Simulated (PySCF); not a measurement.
Job file and geometry (Å, from GFN2-xTB) of an NMR shielding run on `C#CC[P@@](=O)(C#CC)C1CC1`, C$_{9}$H$_{11}$OP, PySCF 2.14.0, density-fitted response routines, GIAO PBE0/pcSseg-1 NMR shielding, non-relativistic, gas phase; density fitting, a coarse starting grid and PySCF grid level 2 are the driver's defaults:

```
$ OMP_NUM_THREADS=1 python probes_run.py task.json out

{"job": {"kind": "nmr", "xc": "PBE0", "basis": "pcSseg-1"}, "charge": 0, "multiplicity": 1}
C     -0.792616     2.940882     0.918584
C     -0.876924     2.308598    -0.094215
C     -0.959324     1.509479    -1.287191
P     -0.284367    -0.189955    -1.030728
O     -0.345078    -1.016575    -2.240788
C      1.346409     0.078410    -0.398877
C      2.490208     0.172608    -0.033379
C      3.848065     0.314773     0.432167
C     -1.199124    -0.852069     0.391784
C     -2.441299    -1.620584     0.048237
C     -1.223232    -2.347365     0.504453
H     -0.726031     3.511333     1.796049
H     -0.391358     1.963018    -2.106221
H     -1.999419     1.386533    -1.609976
H      3.858348     0.787435     1.413866
H      4.317158    -0.666127     0.503125
H      4.416018     0.929191    -0.265596
H     -1.177347    -0.251299     1.290532
H     -3.289776    -1.547552     0.712530
H     -2.699330    -1.698975    -0.998759
H     -1.211995    -2.788048     1.490234
H     -0.669397    -2.904325    -0.238250
```

Problem. What does the program print?

Solution. 
```
coarse grid: 19304 points
cycle   1  E = -765.0436692767  dE =  1.975e+00  |g| = 9.882e-01  |ddm| = 4.909e+00
cycle   2  E = -764.4772671958  dE =  5.664e-01  |g| = 1.929e+00  |ddm| = 3.926e+00
cycle   3  E = -765.2237426014  dE = -7.465e-01  |g| = 2.924e-01  |ddm| = 3.175e+00
cycle   4  E = -765.2428464126  dE = -1.910e-02  |g| = 9.020e-02  |ddm| = 4.205e-01
cycle   5  E = -765.2436347242  dE = -7.883e-04  |g| = 6.923e-02  |ddm| = 1.103e-01
cycle   6  E = -765.2447882736  dE = -1.154e-03  |g| = 1.138e-02  |ddm| = 5.643e-02
cycle   7  E = -765.2448178887  dE = -2.962e-05  |g| = 3.449e-03  |ddm| = 1.541e-02
cycle   8  E = -765.2448207391  dE = -2.850e-06  |g| = 7.317e-04  |ddm| = 4.350e-03
final grid: 183104 points
cycle   9  E = -765.3248273397  dE = -4.514e-05  |g| = 1.178e-02  |ddm| = 6.124e-02
cycle  10  E = -765.3247850214  dE =  4.232e-05  |g| = 1.884e-02  |ddm| = 3.133e-02
cycle  11  E = -765.3248571201  dE = -7.210e-05  |g| = 3.137e-03  |ddm| = 2.204e-02
cycle  12  E = -765.3248590088  dE = -1.889e-06  |g| = 3.258e-04  |ddm| = 3.172e-03
cycle  13  E = -765.3248590094  dE = -5.978e-10  |g| = 3.323e-04  |ddm| = 6.615e-04
cycle  14  E = -765.3248590357  dE = -2.631e-08  |g| = 7.306e-05  |ddm| = 2.761e-04
cycle  15  E = -765.3248590370  dE = -1.289e-09  |g| = 1.529e-05  |ddm| = 8.124e-05
cycle  16  E = -765.3248590370  dE = -4.320e-11  |g| = 7.954e-06  |ddm| = 2.104e-05
converged SCF energy = -765.3248590370

GIAO shielding tensors (ppm)
atom      isotropic    diamagn.    paramagn.     s11        s22        s33       span
  0 C      108.349     260.187    -151.838     35.641     37.001    252.405    216.764
  1 C      104.894     265.659    -160.765     10.422     12.238    292.024    281.602
  2 C      160.100     256.033     -95.933    140.147    159.534    180.618     40.471
  3 P      325.583     964.590    -639.008    243.514    259.767    473.467    229.952
  4 O      243.814     392.382    -148.568    148.614    272.741    310.086    161.472
  5 C      104.790     273.957    -169.167     16.335     21.732    276.303    259.968
  6 C       79.784     274.523    -194.739     -8.726     -1.615    249.694    258.420
  7 C      181.547     255.620     -74.073    173.280    173.374    197.985     24.705
  8 C      175.019     253.848     -78.829    140.621    164.884    219.551     78.930
  9 C      184.338     256.628     -72.290    159.706    181.136    212.172     52.466
 10 C      184.082     252.835     -68.753    158.484    181.778    211.983     53.499
 11 H       30.217      35.985      -5.768     24.842     25.195     40.613     15.771
 12 H       28.820      28.446       0.374     24.811     27.300     34.349      9.539
 13 H       28.980      29.095      -0.115     25.378     27.634     33.927      8.549
 14 H       29.590      31.646      -2.055     24.380     28.221     36.170     11.789
 15 H       29.552      29.036       0.516     24.275     27.875     36.507     12.231
 16 H       29.565      27.772       1.793     24.346     27.706     36.642     12.296
 17 H       30.259      34.839      -4.580     23.223     28.962     38.591     15.368
 18 H       31.122      30.868       0.254     25.551     25.995     41.820     16.269
 19 H       30.875      31.433      -0.558     24.653     29.028     38.943     14.290
 20 H       30.982      31.093      -0.111     25.529     25.946     41.471     15.942
 21 H       30.714      31.317      -0.603     24.606     28.645     38.893     14.287
```

Problem. Turn these shieldings into chemical shifts. Chemical shifts δ = σref − σ; ¹³C (σref 186.93), ¹H (σref 31.72) vs TMS; ³¹P (σref 318.38) against H3PO4; ¹⁷O (σref 336.08) vs H2O, all at this level.

Solution. Averaging equivalent atoms: C 6: 107.1; C 5: 82.1; C 1: 82.0; C 0: 78.6; C 2: 26.8; C 8: 11.9; C 7: 5.4; C 10: 2.8; C 9: 2.6; P 3: -7.2; O 4: 92.3; H 12: 2.90; H 13: 2.74; H 14/15/16: 2.15; H 11: 1.50; H 17: 1.46; H 21: 1.00; H 19: 0.84; H 20: 0.73; H 18: 0.59 ppm. Experimental scales use liquid or dissolved standards, which lie at an offset from isolated H2O (liquid H2O: subtract about 36 ppm) and H3PO4.

Size and cost of the density-fitted run: 249 basis functions, 75 s wall time on 1 thread of an Arm Neoverse V1, shared host; peak memory 1.1 GiB.
